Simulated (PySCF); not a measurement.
# ZnS: a composite coupled-cluster calculation

State: ¹Σ⁺, singlet, closed shell. De refers to Zn + S. RHF-based CCSD(T) in PySCF 2.14 with Zn cc-pVTZ-PP with ECP10, S cc-pV(T+d)Z and Zn cc-pVQZ-PP with ECP10, S cc-pV(Q+d)Z (frozen core orbitals: 9; scalar-relativistic core potentials). Correlation energies are extrapolated as n⁻³ (n = 3, 4), Hartree–Fock as (n+1)·exp(−9√n).

```json
{"Level": "CCSD(T)/TZ", "Re (Å)": "2.0563", "ωe (cm⁻¹)": "454.2", "ωexe (cm⁻¹)": "2.01", "αe (cm⁻¹)": "0.00106", "De (eV)": "1.215"}
{"Level": "CCSD(T)/QZ", "Re (Å)": "2.0483", "ωe (cm⁻¹)": "458.5", "ωexe (cm⁻¹)": "2.06", "αe (cm⁻¹)": "0.00107", "De (eV)": "1.382"}
{"Level": "HF/CBS", "Re (Å)": "2.0753", "ωe (cm⁻¹)": "442.7", "ωexe (cm⁻¹)": "2.72", "αe (cm⁻¹)": "0.00121", "De (eV)": "-0.223"}
{"Level": "MP2/CBS", "Re (Å)": "2.0185", "ωe (cm⁻¹)": "489.9", "ωexe (cm⁻¹)": "1.59", "αe (cm⁻¹)": "0.000921", "De (eV)": "1.787"}
{"Level": "CCSD/CBS", "Re (Å)": "2.0447", "ωe (cm⁻¹)": "457.7", "ωexe (cm⁻¹)": "2.22", "αe (cm⁻¹)": "0.00114", "De (eV)": "1.211"}
{"Level": "CCSD(T)/CBS", "Re (Å)": "2.0434", "ωe (cm⁻¹)": "462.0", "ωexe (cm⁻¹)": "2.09", "αe (cm⁻¹)": "0.00108", "De (eV)": "1.486"}
```

Question: How much is left between CCSD(T)/QZ and the basis-set limit, and how much do the triples give at the limit?

Answer: CCSD(T)/CBS less CCSD(T)/QZ: -4.9 mÅ in Re, +3.5 cm⁻¹ in ωe and +0.104 eV in De. CCSD(T)/CBS less CCSD/CBS: -1.3 mÅ in Re, +4.3 cm⁻¹ in ωe and +0.275 eV in De.

The T1 diagnostic is 0.024, large enough to doubt a single reference. The open-shell atoms are computed with UHF. Spin–orbit coupling, excitations beyond (T) and corrections to the Born–Oppenheimer picture are left out.

The whole job (state search and all basis sets along the bond) took about 7 min on 4 threads of Intel Xeon Platinum 8488C (shared host), peak memory 8.3 GiB.
